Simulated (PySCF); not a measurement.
Compound: C₇H₁₀NP.
Z-matrix (Å and degrees, GFN2-xTB geometry), rows numbered from 1:
```
C 
C   1  1.5304
C   2  1.5298  1  110.83
C   2  1.5098  1  110.41  3   123.59
C   4  1.3954  2  120.01  1   -66.83
N   5  1.3178  4  126.12  2  -178.99
C   6  1.3098  5  122.27  4    -0.49
P   7  1.7450  6  128.06  5    -0.98
C   4  1.3830  2  119.67  1   112.77
H   1  1.0877  2  110.04  3    59.16
H   1  1.0881  2  110.53  3   178.99
H   1  1.0872  2  110.78  3   -60.77
H   2  1.0963  1  108.14  3  -118.36
H   3  1.0876  2  109.94  1   -62.73
H   3  1.0879  2  110.51  1   177.42
H   3  1.0868  2  111.00  1    57.05
H   5  1.0829  4  119.90  2     0.79
H   7  1.0862  6  114.54  5   179.32
H   9  1.0854  4  118.16  2    -0.35
```

Definitions: NICS(0) = −σiso at the ring centroid; NICS(1) = −σiso and NICS(1)zz = −σzz at ±1 Å along the ring normal z. Level: GIAO PBE0/pcSseg-1 (PySCF, non-relativistic, gas phase) on the GFN2-xTB geometry, one conformer.

Ring bond lengths (Å), with Mayer bond orders in brackets: C4–C5 1.395 (1.32), C5–N6 1.318 (1.50), N6–C7 1.310 (1.47), C7–P8 1.745 (1.30), P8–C9 1.737 (1.32), C9–C4 1.383 (1.48).

Q: Give the NICS values of each ring in ppm.

A: 
```json
{"ring": "C4–C5–N6–C7–P8–C9", "type": "6-membered ring with N and P; formal bonds all aromatic", "NICS(0)": "-6.5", "NICS(1), two faces": "-10.7 / -10.7", "NICS(1)zz, two faces": "-26.0 / -26.1", "rms pucker (Å)": "0.01", "centre to ring atoms, mean (Å)": "1.47"}
```

Q: What do they say, and how far can they be read as aromaticity?

A: 
- C4–C5–N6–C7–P8–C9: mean NICS(1)zz -26.0 ppm, shielded.

Q: What does the geometric index give? Use HOMA with the parameters of Krygowski (1993).

A: 
- C4–C5–N6–C7–P8–C9: HOMA 0.91; the largest term is that of C7–P8, α(R − Ropt)² = 0.26.

Q: Give the inner angles of the rings and the Hirshfeld charges of the ring atoms.

A: 
- C4–C5–N6–C7–P8–C9: C4 120.3° (+0.013 e), C5 126.1° (+0.022 e), N6 122.3° (-0.152 e), C7 128.1° (-0.045 e), P8 97.8° (+0.084 e), C9 125.4° (-0.097 e); sum 720.0° against 720° for a flat convex ring.

On one thread of an x86-64 server, shared host, this took 63 s of wall time. This is the whole shielding run at PBE0/pcSseg-1, SCF included.
